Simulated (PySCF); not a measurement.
Cl₂Mg, triplet, geometry from GFN2-xTB (such geometries of metal compounds can be far from the true shape) (a higher spin typed on purpose: for a closed-shell molecule this is an excited state); BLYP/STO-3G run with PySCF.

PySCF was given this input:
```python
from pyscf import gto, scf, dft

mol = gto.M(
    atom='''
Mg    0.000000    0.000000    0.000000
Cl    0.000000    0.000000    2.375158
Cl   -0.000000   -0.000000   -2.375158
''',
    basis='sto-3g',
    charge=0,
    spin=2,
    verbose=4,
)

mf = dft.UKS(mol)
mf.xc = 'blyp'
mf.kernel()
```

It wrote (shortened):

```
PySCF version 2.14.0

[INPUT] verbose = 4
[INPUT] num. atoms = 3
[INPUT] num. electrons = 46
[INPUT] charge = 0
[INPUT] spin (= nelec alpha-beta = 2S) = 2
[INPUT] symmetry False subgroup None
[INPUT] Mole.unit = angstrom
[INPUT] Symbol           X                Y                Z      unit          X                Y                Z       unit  Magmom
[INPUT]  1 Mg     0.000000000000   0.000000000000   0.000000000000 AA    0.000000000000   0.000000000000   0.000000000000 Bohr   0.0
[INPUT]  2 Cl     0.000000000000   0.000000000000   2.375158000000 AA    0.000000000000   0.000000000000   4.488398122570 Bohr   0.0
[INPUT]  3 Cl     0.000000000000   0.000000000000  -2.375158000000 AA    0.000000000000   0.000000000000  -4.488398122570 Bohr   0.0

nuclear repulsion = 123.095141053058
number of shells = 15
number of NR pGTOs = 81
number of NR cGTOs = 27
basis = sto-3g
ecp = {}

******** <class 'pyscf.dft.uks.UKS'> ********
method = UKS
initial guess = minao
damping factor = 0
level_shift factor = 0
DIIS = <class 'pyscf.scf.diis.CDIIS'>
diis_start_cycle = 1
diis_space = 8
diis_damp = 0
SCF conv_tol = 1e-09
SCF conv_tol_grad = None
SCF max_cycles = 50
direct_scf = True
direct_scf_tol = 1e-13
number electrons alpha = 24  beta = 22
XC library pyscf.dft.libxc version 7.1.2
    S. Lehtola, C. Steigemann, M. J. T. Oliveira, and M. A. L. Marques,  SoftwareX 7, 1–5 (2018)
XC functionals = blyp
    A. D. Becke,  Phys. Rev. A 38, 3098 (1988)
    C. Lee, W. Yang, and R. G. Parr,  Phys. Rev. B 37, 785 (1988)
    B. Miehlich, A. Savin, H. Stoll, and H. Preuss,  Chem. Phys. Lett. 157, 200 (1989)
radial grids:
    Treutler-Ahlrichs [JCP 102, 346 (1995); DOI:10.1063/1.469408] (M4) radial grids

becke partition: Becke, JCP 88, 2547 (1988); DOI:10.1063/1.454033
pruning grids: <function nwchem_prune>
grids dens level: 3
symmetrized grids: False
atomic radii adjust function: <function treutler_atomic_radii_adjust>
small_rho_cutoff = 0
Set gradient conv threshold to 3.16228e-05
tot grids = 56344
init E= -1107.13246783755

cycle= 1 E= -1107.77056670732  delta_E= -0.638  |g|= 0.174  |ddm|= 1.91

cycle= 2 E= -1107.78286626506  delta_E= -0.0123  |g|= 0.114  |ddm|= 1.68

cycle= 3 E= -1107.79085504338  delta_E= -0.00799  |g|= 0.00377  |ddm|= 1.62

cycle= 4 E= -1107.79082146165  delta_E= 3.36e-05  |g|= 0.00529  |ddm|= 1.61

cycle= 5 E= -1107.79085640684  delta_E= -3.49e-05  |g|= 0.0035  |ddm|= 0.00734

cycle= 6 E= -1107.79081803631  delta_E= 3.84e-05  |g|= 0.00556  |ddm|= 1.61

cycle= 7 E= -1107.79081163459  delta_E= 6.4e-06  |g|= 0.00586  |ddm|= 0.00175

cycle= 8 E= -1107.79082125406  delta_E= -9.62e-06  |g|= 0.00538  |ddm|= 0.004

cycle= 9 E= -1107.79083954095  delta_E= -1.83e-05  |g|= 0.00453  |ddm|= 0.00349

cycle= 10 E= -1107.79084917511  delta_E= -9.63e-06  |g|= 0.004  |ddm|= 0.0029

cycle= 11 E= -1107.79084757542  delta_E= 1.6e-06  |g|= 0.00404  |ddm|= 1.61

cycle= 12 E= -1107.7908217424  delta_E= 2.58e-05  |g|= 0.00529  |ddm|= 0.0224

cycle= 13 E= -1107.79074195485  delta_E= 7.98e-05  |g|= 0.00797  |ddm|= 0.0182

cycle= 14 E= -1107.79075362487  delta_E= -1.17e-05  |g|= 0.00763  |ddm|= 0.00405

cycle= 15 E= -1107.79052468941  delta_E= 0.000229  |g|= 0.0127  |ddm|= 0.021

cycle= 16 E= -1107.79070832576  delta_E= -0.000184  |g|= 0.00887  |ddm|= 0.0175

cycle= 17 E= -1107.79084950415  delta_E= -0.000141  |g|= 0.00399  |ddm|= 0.0919

cycle= 18 E= -1107.79080626321  delta_E= 4.32e-05  |g|= 0.00589  |ddm|=  1.6

cycle= 19 E= -1107.79080847658  delta_E= -2.21e-06  |g|= 0.0058  |ddm|= 0.00334

cycle= 20 E= -1107.7908139111  delta_E= -5.43e-06  |g|= 0.00559  |ddm|= 0.0153

cycle= 21 E= -1107.79082880507  delta_E= -1.49e-05  |g|= 0.00496  |ddm|= 0.0639

cycle= 22 E= -1107.79083117752  delta_E= -2.37e-06  |g|= 0.00485  |ddm|= 0.00241

cycle= 23 E= -1107.79081090728  delta_E= 2.03e-05  |g|= 0.00587  |ddm|= 1.61

cycle= 24 E= -1107.79086073717  delta_E= -4.98e-05  |g|= 0.00322  |ddm|= 0.0886

cycle= 25 E= -1107.79085490773  delta_E= 5.83e-06  |g|= 0.00361  |ddm|= 0.546

cycle= 26 E= -1107.7908451957  delta_E= 9.71e-06  |g|= 0.00416  |ddm|= 0.247

cycle= 27 E= -1107.79084822459  delta_E= -3.03e-06  |g|= 0.00399  |ddm|= 1.59

cycle= 28 E= -1107.79085236177  delta_E= -4.14e-06  |g|= 0.00375  |ddm|= 0.128

cycle= 29 E= -1107.79081597019  delta_E= 3.64e-05  |g|= 0.00551  |ddm|= 0.0508

cycle= 30 E= -1107.79083413374  delta_E= -1.82e-05  |g|= 0.00471  |ddm|= 0.0105

cycle= 31 E= -1107.79084165563  delta_E= -7.52e-06  |g|= 0.00434  |ddm|= 0.00353

cycle= 32 E= -1107.79083329815  delta_E= 8.36e-06  |g|= 0.00475  |ddm|= 1.61

cycle= 33 E= -1107.79082271039  delta_E= 1.06e-05  |g|= 0.00523  |ddm|= 0.00583

cycle= 34 E= -1107.79081716468  delta_E= 5.55e-06  |g|= 0.00546  |ddm|= 0.00421

cycle= 35 E= -1107.79071003872  delta_E= 0.000107  |g|= 0.00882  |ddm|= 0.0148

cycle= 36 E= -1107.7907978401  delta_E= -8.78e-05  |g|= 0.0062  |ddm|= 1.61

cycle= 37 E= -1107.79073532007  delta_E= 6.25e-05  |g|= 0.00815  |ddm|= 0.00869

cycle= 38 E= -1107.79071936753  delta_E= 1.6e-05  |g|= 0.00858  |ddm|= 0.00178

cycle= 39 E= -1107.79043861667  delta_E= 0.000281  |g|= 0.0141  |ddm|= 0.023

cycle= 40 E= -1107.79081565524  delta_E= -0.000377  |g|= 0.00555  |ddm|= 0.0397

cycle= 41 E= -1107.79071635475  delta_E= 9.93e-05  |g|= 0.00866  |ddm|= 0.0263

cycle= 42 E= -1107.79081049354  delta_E= -9.41e-05  |g|= 0.00574  |ddm|= 1.61

cycle= 43 E= -1107.79080843576  delta_E= 2.06e-06  |g|= 0.00581  |ddm|= 0.00394

cycle= 44 E= -1107.7908098238  delta_E= -1.39e-06  |g|= 0.00575  |ddm|= 0.00117

cycle= 45 E= -1107.79079672909  delta_E= 1.31e-05  |g|= 0.00624  |ddm|= 0.00461

cycle= 46 E= -1107.7907517112  delta_E= 4.5e-05  |g|= 0.00769  |ddm|= 1.61

cycle= 47 E= -1107.79081988392  delta_E= -6.82e-05  |g|= 0.00535  |ddm|= 0.0195

cycle= 48 E= -1107.79078609543  delta_E= 3.38e-05  |g|= 0.00661  |ddm|= 0.0138

cycle= 49 E= -1107.7907615506  delta_E= 2.45e-05  |g|= 0.0074  |ddm|= 0.00328

cycle= 50 E= -1107.79062138995  delta_E= 0.00014  |g|= 0.0108  |ddm|= 0.0146
SCF not converged.
SCF energy = -1107.79062138995 after 50 cycles  <S^2> = 2.0003887  2S+1 = 3.0002591
```

The run did not converge; its last values are not results.
